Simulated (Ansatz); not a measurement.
The same ligand exchange along the group O, S, Se.

Program: Ansatz. Geometries: PBE0-D4/def2-TZVP. ΔE: electronic, gas phase. CBS: MP2 limit from def2 TZ/QZ plus the TZ coupled-cluster correction, frozen cores. This one scheme is used for every species. Functionals use def2-TZVPP. Elements past krypton have def2 core potentials. For Br, In, Se outer-core shells are correlated without core-valence functions, which leaves a few kJ/mol of doubt a bond. Scalar relativity is left out up to krypton. Each species was taken in one conformer, which may not be the lowest.

```
                                             reaction  CCSD(T)/CBS(def2) (kcal/mol)
  `[OH][In]([F])[F]` + HBr → `[F][In]([F])[Br]` + H₂O                         -25.6
  `[F][In]([F])[SH]` + HBr → `[F][In]([F])[Br]` + H₂S                             ?
`[F][In]([F])[SeH]` + HBr → `[F][In]([F])[Br]` + H₂Se                          -1.9
```

Task: Fill in the missing values. (Estimate.)

Result: Ansatz gave: `[F][In]([F])[SH]` + HBr → `[F][In]([F])[Br]` + H₂S: -7.9 kcal/mol.

Largest T1 diagnostic: 0.018, for `[OH][In]([F])[F]`.
